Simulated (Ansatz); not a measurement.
A nudged elastic band was laid between two geometries of a periodic cell of 17 atoms, MgAl16 (surface Al(110), adsorbate Mg).

The calculation used DFT PBE, scalar-relativistic, plane waves, PAW (Ansatz 0.2.0). Settings: cutoff 420 eV, k mesh 2x3x1, gaussian smearing 0.05 eV, no spin polarisation.

| Item | Value |
| --- | --- |
| movable images | 5 |
| climbing image | yes |
| spring | 5.0 eV/Å² |
| optimiser | quadratic models (default) |
| start path | IDPP |
| force threshold | 0.05 eV/Å |
| iteration limit | 15 |
| end points | relaxed |
| atoms held | 1 to 4 |

Image 0:

```xyz
17
Lattice="8.1000 0.0000 0.0000 0.0000 5.7276 0.0000 0.0000 0.0000 16.2957" Properties=species:S:1:pos:R:3
Al 2.025 1.432 1.000
Al 6.075 1.432 1.000
Al 2.025 4.296 1.000
Al 6.075 4.296 1.000
Al 0.009 -0.002 2.248
Al 4.045 0.000 2.249
Al 0.007 2.870 2.249
Al 4.047 2.867 2.249
Al 2.034 1.436 3.593
Al 6.082 1.435 3.729
Al 2.033 4.297 3.698
Al 6.083 4.302 3.721
Al 0.020 -0.012 4.967
Al 4.050 -0.012 4.968
Al 0.013 2.888 4.967
Al 4.058 2.888 4.967
Mg 2.037 1.453 6.414
```

Image 6:

Only the atoms that move by more than 0.05 Å are listed.
```
Al9 2.033 1.434 3.698
Al11 2.034 4.300 3.593
Mg17 2.037 4.316 6.414
```

Q: Which bonds break or form, and what moves?

A: Contacts lost: Al9–Mg17. Contacts made: Al11–Mg17. The atom that moves furthest is Mg17, by 2.86 Å.

Q: Give the energies along the band, and the barrier.

A: The run converged. The highest image is number 3 of 0 to 6, 0.223 eV above the ends, which have the same energy within 2 meV. The order of the stationary point at the top wasn't checked. Limits of this set-up: coarse k mesh, thin slab, slab without dipole correction.

```tsv
image	path coordinate (Å)	energy (eV)	Al9–Mg17 (Å)	Al11–Mg17 (Å)
0	0.00	0.000	2.82	3.93
1	0.51	0.044	2.84	3.61
2	1.01	0.160	2.94	3.31
3	1.52	0.223	3.11	3.11
4	2.04	0.156	3.32	2.94
5	2.56	0.038	3.64	2.84
6	3.08	0.000	3.93	2.82
```

Q: What is the geometry of the highest image?

A: 
```xyz
17
Lattice="8.1000 0.0000 0.0000 0.0000 5.7276 0.0000 0.0000 0.0000 16.2957" Properties=species:S:1:pos:R:3
Al 2.025 1.432 1.000
Al 6.075 1.432 1.000
Al 2.025 4.296 1.000
Al 6.075 4.296 1.000
Al 0.025 0.000 2.248
Al 4.024 0.000 2.248
Al 0.005 2.864 2.254
Al 4.044 2.864 2.254
Al 2.024 1.459 3.698
Al 6.074 1.362 3.687
Al 2.024 4.268 3.698
Al 6.074 4.365 3.687
Al 0.048 0.000 4.982
Al 4.000 0.000 4.982
Al -0.181 2.864 4.947
Al 4.230 2.864 4.946
Mg 2.024 2.864 6.469
```

Run time: 4.2 min on 1 thread of Intel(R) Xeon(R) Platinum 8375C CPU @ 2.90GHz (Ice Lake) (shared host), peak memory 1 GiB.
